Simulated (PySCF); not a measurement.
Electronic absorption of C2H8F2OSi3

C₂H₈F₂OSi₃.
SMILES: `F[SiH2]/C(F)=C/[SiH2]O[SiH3]`

Level of theory: TDDFT PBE0/def2-SVPD, vertical, gas phase, core orbitals frozen in the response (PySCF 2.14.0, density-fitted response routines). Isolated species at its GFN2-xTB geometry (one conformer only). Note that the optimisation stopped short of convergence; the values belong to its last geometry.

```json
{"state": "S1", "λ (nm)": "202.1", "E (eV)": "6.14", "f": "0.0002", "main configurations (H = HOMO, L = LUMO)": "H-1→L (88%)"}
{"state": "S2", "λ (nm)": "197.3", "E (eV)": "6.28", "f": "0.129", "main configurations (H = HOMO, L = LUMO)": "H→L+1 (49%), H→L (43%)"}
{"state": "S3", "λ (nm)": "194.8", "E (eV)": "6.37", "f": "0.160", "main configurations (H = HOMO, L = LUMO)": "H→L+1 (45%), H→L (42%), H-2→L (8%)"}
{"state": "S4", "λ (nm)": "183.5", "E (eV)": "6.76", "f": "0.115", "main configurations (H = HOMO, L = LUMO)": "H-2→L (83%)"}
{"state": "S5", "λ (nm)": "179.6", "E (eV)": "6.90", "f": "0.0025", "main configurations (H = HOMO, L = LUMO)": "H→L+2 (84%)"}
{"state": "S6", "λ (nm)": "173.3", "E (eV)": "7.16", "f": "0.063", "main configurations (H = HOMO, L = LUMO)": "H-1→L+2 (50%), H-1→L+1 (39%)"}
{"state": "S7", "λ (nm)": "171.1", "E (eV)": "7.25", "f": "0.0009", "main configurations (H = HOMO, L = LUMO)": "H→L+3 (85%)"}
{"state": "S8", "λ (nm)": "169.9", "E (eV)": "7.30", "f": "0.080", "main configurations (H = HOMO, L = LUMO)": "H-2→L+2 (42%), H-1→L+1 (14%), H-2→L+1 (13%)"}
```

Triplets, Tamm–Dancoff:

```json
{"state": "T1", "E (eV)": "3.96", "λ (nm)": "313.2", "main configurations (H = HOMO, L = LUMO)": "H→L (88%)"}
{"state": "T2", "E (eV)": "5.56", "λ (nm)": "222.9", "main configurations (H = HOMO, L = LUMO)": "H-1→L (77%), H-3→L (19%)"}
{"state": "T3", "E (eV)": "6.18", "λ (nm)": "200.6", "main configurations (H = HOMO, L = LUMO)": "H→L+1 (92%)"}
```

The lowest singlet lies at 6.14 eV (202 nm, ultraviolet) and is dark (f under 0.0005); its leading configuration is HOMO-1→LUMO (88%). The most intense listed level is S3 at 6.37 eV (195 nm, f = 0.160), 0.23 eV above S1. Löwdin shares by element: HOMO carbon 59%, fluorine 12% or more, silicon 8% or more (atoms not listed hold the other 21%); LUMO carbon 60%, silicon 20% or more (atoms not listed hold the other 20%). The oscillator strengths of these states sum to 0.551; summed over the whole spectrum of an exact calculation they would give the number of electrons, 88 (Thomas–Reiche–Kuhn). Of the 8 states listed, 5 reach f = 0.01 and 1 stays under 0.0005. Orbital energies (eV): HOMO-3 -9.54, HOMO-2 -8.73, HOMO-1 -8.58, HOMO -8.01, LUMO -1.09, LUMO+1 -0.41, LUMO+2 -0.05. The window holds the lowest 8 singlets.
